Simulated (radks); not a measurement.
Effect of the nuclear size on the promethium ion Pm+, [Xe] 4f5 6s1. Method: Dirac Kohn-Sham, relativistic LDA (MacDonald-Vosko exchange, VWN5 correlation), spin-unpolarised, spherical densities, finite nucleus; open shells are shared between the two j in proportion to 2j + 1; Fermi nuclear charge, rms radius 4.962 fm; computed with a radial shooting solver on a logarithmic mesh with Libxc functionals. The rms radius is varied about that value; shifts are against it.

rms radius (fm),total energy shift (eV),density at nucleus (e/bohr^3),1s1/2 shift (meV),2s1/2 shift (meV),5s1/2 shift (meV),5p1/2 shift (meV),6s1/2 shift (meV),4f7/2 shift (meV)
4.2673,-3.77,5.036e+05,-1550,-195,-1.49,0.137,-0.145,0.255
4.7437,-1.23,4.915e+05,-507,-63.6,-0.488,0.045,-0.047,0.083
4.962,0,4.864e+05,0.000,0.000,0.000,0.000,0.000,0.000
5.2151,1.48,4.809e+05,609,76.5,0.587,-0.054,0.057,-0.100
5.483,3.11,4.754e+05,1280,161,1.23,-0.113,0.119,-0.211

Slopes of the eigenvalues against <r^2> in GHz/fm^2, as finite differences over the two radii next to the reference (eigenvalue slopes, not the field-shift constants of lines): 1s1/2 57500, 2s1/2 7220, 5s1/2 55.4, 5p1/2 -5.08, 6s1/2 5.37, 4f7/2 -9.47.
